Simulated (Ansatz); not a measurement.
# Which isomer of C2H3Te− gives these data?

These gas-phase data were calculated for one isomer of C2H3Te− at PBE0-D3(BJ)/def2-SVPD (harmonic, unscaled wavenumbers; equilibrium rotational constants with average atomic masses):

```
rotational constants            : 45.54, 3.286, 3.065 GHz
all wavenumbers above 1500 cm⁻¹ : 3055, 2995, 1864, 1579
```

Candidates:

(1) `C=[C-][TeH]`, a singlet
(2) `C=C[Te-]`, a singlet
(3) `[CH-]1C[Te]1`, a singlet

Question: Which candidate do the data belong to?

Answer: Candidate (1). 2 modes lie between 2750 and 3290 cm⁻¹, one for each C–H bond, while (2) has 3, (3) has 3.

The same quantities for all candidates:

|  | rotational constants (GHz) | wavenumbers above 1500 cm⁻¹ | E above the lowest, PBE0-D3(BJ)/def2-SVPD (kcal/mol) |
| --- | --- | --- | --- |
| (1) | 45.54, 3.286, 3.065 | 3055, 2995, 1864, 1579 | 54.2 |
| (2) | 57.51, 3.054, 2.9 | 3200, 3129, 3095, 1611 | 0.0 |
| (3) | 25.85, 4.55, 4.034 | 3119, 3013, 2976 | 45.8 |

Harmonic stretches to hydrogen usually lie a few per cent above observed fundamentals. Each candidate is one conformer. Atoms past krypton carry core potentials. Programs: Ansatz 0.2.0.
